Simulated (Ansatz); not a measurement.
Wavefunction ladder for `C[SiH]1[SiH2][SiH2]1`

Cartesian coordinates in Å:
```
C 1.3871 1.3446 0.7560
Si 0.5136 0.2937 -0.5262
Si -1.7867 -0.0670 -0.5091
Si -0.3210 -1.8301 -0.0630
H 2.4400 1.0636 0.8270
H 1.3235 2.4020 0.4909
H 0.9278 1.2076 1.7365
H 1.0790 0.4181 -1.8962
H -2.5578 -0.0168 -1.7767
H -2.5710 0.4233 0.6537
H -0.3011 -2.3050 1.3448
H -0.1334 -2.9339 -1.0378
```

Charge 0, multiplicity 1. The structure was optimised at the PBE0-D4/def2-TZVP level. Frozen core, restricted reference, Ansatz. CBS rows extrapolate triple and quadruple zeta; past MP2 they add the triple-zeta difference.

| basis | HF (Eh) | MP2 corr. | CCSD corr. | (T) | CCSD(T) total |
| --- | --- | --- | --- | --- | --- |
| def2-TZVPP | -909.32630 | ? | ? | ? | ? |
| def2-QZVPP | -909.35420 | -0.58553 | – | – | – |
| CBS(def2) | ? | -0.61390 | -0.68078 | as TZ | ? |

Task: Fill in the withheld values. (Estimate.)

Result: Computed: def2-TZVPP MP2 corr.: -0.54724; def2-TZVPP CCSD corr.: -0.61412; def2-TZVPP (T): -0.02602; def2-TZVPP CCSD(T) total: -909.96644; CBS(def2) HF (Eh): -909.35804; CBS(def2) CCSD(T) total: -910.06484.
